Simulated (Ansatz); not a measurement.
Tuning the range parameter of LC-ωPBE so that −HOMO meets the ionisation energy; basis def2-SVP, Ansatz. System: Ga6Sb5H18⁻, a cluster cut from wurtzite GaSb (hydrogen-capped). Charge -1, multiplicity 1. Geometry: PBE-D4/def2-SVP. The ionised state is a doublet.

Geometry of the singlet:

Cartesian coordinates in Å:
```
Ga -0.246 3.250 -0.702
Sb 0.273 1.920 1.592
Sb -3.148 0.181 -0.116
Ga -1.763 0.326 2.186
Ga 2.604 0.614 1.994
Sb -0.655 -2.125 2.241
Sb 0.040 1.220 -2.445
Ga -2.101 -0.372 -2.586
Ga 2.439 0.002 -2.575
Sb 2.515 -1.067 -0.104
Ga 0.952 -3.196 0.298
H -1.774 3.698 -0.657
H 0.909 4.316 -0.923
H 0.124 3.069 2.873
H -3.996 1.675 -0.163
H -4.549 -0.772 0.225
H -2.690 0.610 3.441
H 3.787 1.656 1.800
H 2.460 -0.215 3.346
H 0.154 -2.162 3.756
H -1.912 -3.210 2.719
H -0.096 2.042 -3.957
H -3.193 0.163 -3.608
H -1.759 -1.914 -2.461
H 3.560 1.124 -2.669
H 2.359 -1.174 -3.640
H 4.069 -1.813 -0.014
H -0.079 -3.459 -0.875
H 1.713 -4.387 1.025
```

In the def2 sets Sb takes a core potential; there is no spin–orbit coupling. Single mean-field runs in def2-SVP are fitted with def2-universal-jkfit.

| ω (1/bohr) | HOMO (eV) | LUMO (eV) | vertical IE (eV) | HOMO + IE (eV) |
| --- | --- | --- | --- | --- |
| 0.1 | -4.27 | 2.16 | 4.69 | 0.43 |
| 0.15 | -4.75 | 2.61 | 4.87 | 0.12 |
| 0.3 | -5.68 | 3.26 | 5.29 | -0.39 |

Question: Estimate the row for 0.2 bohr⁻¹.

Answer: 
| ω (1/bohr) | HOMO (eV) | LUMO (eV) | vertical IE (eV) | HOMO + IE (eV) |
| --- | --- | --- | --- | --- |
| 0.2 | -5.12 | 2.92 | 5.04 | -0.08 |

Question: Where does the tuning condition hold?

Answer: Near ω = 0.18 bohr⁻¹, by linear interpolation.
